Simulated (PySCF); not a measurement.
C3H5BrF4Si2.
SMILES with atom numbers: `[F:1]/[C:2]([SiH2:3][Br:4])=[C:5](\[SiH3:6])[C:7]([F:8])([F:9])[F:10]` (hydrogens: H11, H12 on Si3; H13, H14, H15 on Si6)

Structure used (PBE0-D3(BJ)/def2-SVP), in Å, numbered top down from 1:
```xyz
15
C3H5BrF4Si2 angstrom
F      0.6327    1.9370    0.5705
C      0.6636    0.6817    0.0859
Si     2.4529    0.1757   -0.3426
Br     3.1821   -1.2810    1.1605
C     -0.5071    0.0338    0.0186
Si    -2.0853    0.9053    0.6045
C     -0.5994   -1.3670   -0.4918
F     -1.1280   -2.1774    0.4280
F      0.5912   -1.8835   -0.8359
F     -1.3807   -1.4327   -1.5744
H      2.5645   -0.3923   -1.7075
H      3.2483    1.4231   -0.2073
H     -1.9612    1.2253    2.0545
H     -2.2747    2.1595   -0.1770
H     -3.2362   -0.0118    0.3814
```

Method: PBE0-D3(BJ)/def2-SVP geometry optimisation, gas phase in PySCF 2.14.0.

Masses are those of the commonest isotopes; rigid-rotor values at the optimised geometry. The values belong to one conformer with, in the numbering `[F:1]/[C:2]([SiH2:3][Br:4])=[C:5](\[SiH3:6])[C:7]([F:8])([F:9])[F:10]`, F1–C2–Si3–Br4 107°.

Task: Give the principal moments of inertia and the rotational constants in cm⁻¹.

Result: Ia = 492.49, Ib = 1197.58, Ic = 1435.81 u·Å²; 505379 MHz·u·Å²/I gives 1026, 422.0 and 352.0 MHz, that is A = 0.03423, B = 0.01408, C = 0.01174 cm⁻¹.

Task: What kind of rotor is it?

Result: An asymmetric top: κ = (2 × 422.0 − 1026 − 352.0)/(1026 − 352.0) = -0.79.

Task: What does the inertial defect say?

Result: Not planar: Δ = Ic − Ia − Ib = -254.25 u·Å². For a rigid frame Δ = −2 Σ m c², so Σ m c² = 127.13 u·Å² lies off the ab plane: 12.57 from hydrogen and 114.55 from heavier atoms. The atom farthest from that plane is 2.31 Å away.

Task: Give the other two planar moments, Paa and Pbb, and the rms extents of the mass along the axes.

Result: Paa = Σ m a² = (Ib + Ic − Ia)/2 = 1070.45 and Pbb = Σ m b² = (Ia + Ic − Ib)/2 = 365.36 u·Å². With the mass M = 251.90 u, the rms extents √(P/M) along a, b and c are 2.06, 1.20, 0.71 Å.

Task: List the rotational levels J(Ka,Kc) to J = 2 (MHz).

Result: Above 0(0,0):
J = 1: 1(0,1) 774, 1(1,1) 1378, 1(1,0) 1448
J = 2: 2(0,2) 2316, 2(1,2) 2856, 2(1,1) 3066, 2(2,1) 4879, 2(2,0) 4884
Those of J = 1 are B + C, A + C and A + B.

Task: Predict some low-J microwave lines.

Result: The dipole components are |μa| = 0.26 D, |μb| = 1.16 D, |μc| = 0.85 D. Intensities carry the squares of the components, which stand as 0.05 : 1.00 : 0.53 (a : b : c). Some lines, for components of 0.1 D or more:

```
type  branch         J(Ka,Kc)   MHz  lower level (cm⁻¹)
   a       Q  3(1,2) ← 3(1,3)   420               0.169
   b       Q  2(1,1) ← 2(0,2)   750               0.077
   a       R  4(2,3) ← 3(2,2)  3091               0.240
   a       R  4(3,2) ← 3(3,1)  3107               0.347
   c       Q  4(3,2) ← 4(2,2)  3131               0.346
   b       Q  4(3,1) ← 4(2,2)  3133               0.346
   a       R  4(2,2) ← 3(2,1)  3147               0.241
   b       Q  3(3,0) ← 3(2,1)  3171               0.241
   b       Q  3(3,1) ← 3(2,2)  3199               0.240
   b       R  2(2,1) ← 1(1,0)  3431               0.048
   b       R  2(2,0) ← 1(1,1)  3506               0.046
   b       R  3(2,1) ← 2(1,2)  4373               0.095
   c       R  4(2,3) ← 3(1,3)  5223               0.169
   b       R  4(4,1) ← 3(3,0)  7571               0.347
```

Task: Estimate the classical rotational partition function at 50 K, 100 K and 500 K.

Result: Point group C1, symmetry number σ = 1; q = (√π/σ)·√((kT/h)³/(ABC)), k/h = 20836.6 MHz/K: 153000 at 50 K, 432000 at 100 K, 4830000 at 500 K.

No frequency check. Constants of a rigid frame at the computed geometry: no zero-point averaging, no centrifugal distortion. A rigid rotor knows nothing of internal rotation, which can split or shift real lines. Quadrupole hyperfine structure (79Br) is left out.
